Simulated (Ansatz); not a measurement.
Cu4Te2, relaxed as a singlet with RKS PBE-D4/def2-SVP in Ansatz, starting from the GFN1-xTB geometry. Force threshold 0.02 eV/Å.

In the def2 sets Te takes a core potential; there is no spin–orbit coupling. Another isomer (singlet) lies 0.05 eV lower at PBE0-D4/def2-TZVP; other spin states weren't run for this one.

Start:

Cartesian coordinates in Å:
```
Cu 1.328 1.381 1.027
Cu 0.863 0.131 -1.003
Cu -0.742 -1.561 -0.322
Cu -0.964 0.669 0.623
Te -1.518 0.370 -1.829
Te 1.033 -0.989 1.503
```

| step | energy (eV) | largest force component (eV/Å) | SCF passes |
| --- | --- | --- | --- |
| 1 | -193103.6453 | 0.439 | 46 |
| 2 | -193103.6694 | 0.157 | 25 |
| 3 | -193103.6739 | 0.023 | 26 |
| 4 | -193103.6740 | 0.008 | 27 |

Force components are those of the run's own axes.

End:

```xyz
6

Cu    1.316    1.384    1.017
Cu    0.850    0.134   -0.986
Cu   -0.736   -1.533   -0.321
Cu   -0.946    0.663    0.612
Te   -1.543    0.374   -1.860
Te    1.059   -1.022    1.539
```

By distances, no bond broke or formed. The bond that changes most is Cu1–Te6, from 2.44 to 2.47 Å (atoms count from 1).

No frequencies were taken in this run, so the end may be a saddle point.

Run time 17 s (4 threads of Arm Neoverse V2 on a shared host).
